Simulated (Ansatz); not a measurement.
Consider the ligand exchange at a B–O bond: `CB(S)O[SiH3]` + HBr → `CB(S)Br` + `O[SiH3]`.

Isolated molecules relaxed with PBE0-D4/def2-TZVP in Ansatz; ΔE leaves out vibrations. CBS: MP2 limit from def2 TZ/QZ plus the TZ coupled-cluster correction, frozen cores. Functionals use def2-TZVPP. For Br outer-core shells are correlated without core-valence functions, which leaves a few kJ/mol of doubt a bond. Scalar relativity is left out up to krypton. One conformer a species, not always the lowest.

CCSD(T)/CBS gives +39.4 kJ/mol.

(1) Another level gave +34.5 kJ/mol. Which?
A. RPA@PBE/def2-TZVPP
B. CAM-B3LYP/def2-TZVPP
C. B97M-V/def2-TZVPP
D. MP2/def2-TZVPP

Largest T1 diagnostic among the species: 0.012.

Answers

(1) D. MP2/def2-TZVPP 34.5, RPA@PBE/def2-TZVPP 41.8, B97M-V 45.9, CAM-B3LYP 51.0 kJ/mol.

The D4 term adds +3.3 kJ/mol with B3LYP and +2.3 kJ/mol with PBE0; it sums over pairs of atoms, weighted by their polarisabilities, and B3LYP, whose exchange is more repulsive, gets the larger term. In def2-TZVPP, CCSD(T) changes the Hartree–Fock value by −10.6 kJ/mol (the triples alone add −2.0 kJ/mol) and MP2 by −18.5 kJ/mol. Leaving LDA and LC-ωPBE aside and taking each functional with its dispersion term where it has one, the values, not all of them listed here, spread over 16.5 kJ/mol, from PBE-D4 to CAM-B3LYP-D4. LDA lies +10.2 kJ/mol from PBE without D4.

B3LYP here is the variant with VWN-RPA as its local correlation; programs differ in this.
